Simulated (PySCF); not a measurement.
**Spinor energies of S⁺ (sulfur, charge +1)**

Start: [Ne] 3s2 3p3; 3p3/2 filled at m_j = -1/2, +1/2, +3/2. Calculated with PySCF 2.14 in x2c-TZVPall-2c (5s6p2d1f, 40 functions): generalised Hartree-Fock with the X2C-1e Hamiltonian and a Gaussian nucleus; one run each with spin-orbit coupling (SO) switched off, then screened by Boettger's factors. This is a chosen level, not necessarily the ground level.

```
spinor shell  electrons  ε, spin-free (eV)  ε, screened SO (eV)  weight of nominal j (screened SO)  rms radius, screened SO (bohr)
       1s1/2          2            -2523.0              -2523.0                              1.000                           0.112
       2s1/2          2            -257.87              -257.87                              1.000                           0.516
       2p1/2          2            -193.28              -194.55                              0.811                           0.489
       3s1/2          2            -33.888              -33.888                              1.000                            1.78
       3p3/2          3            -23.455              -23.455                              0.660                            2.04
```

Question: Where does 2p3/2 lie, and what is the 2p spin-orbit splitting (screened SO)?

Answer: At -192.65 eV, 1.901 eV above 2p1/2.

```json
{"quantity": "E (hartree)", "spin-free": "-398.24547", "screened SO": "-398.24617"}
{"quantity": "M_J", "spin-free": "3/2", "screened SO": "3/2"}
{"quantity": "⟨J²⟩", "spin-free": "3.751", "screened SO": "3.751"}
{"quantity": "⟨L²⟩", "spin-free": "0.000", "screened SO": "0.001"}
{"quantity": "⟨S²⟩", "spin-free": "3.751", "screened SO": "3.750"}
```

Each row is a mean over spinors that exchange with the open shell spreads, by up to 9.373 eV (3s1/2).

Rows whose weight is well below 1 are mixtures of j = l ± 1/2: exchange outweighs spin-orbit coupling there, and the label is only the starting occupation.

Without spin-orbit coupling the j labels of p, d and f shells carry no meaning; the spin-free column gives the mean over the occupied spinors of each nl shell.
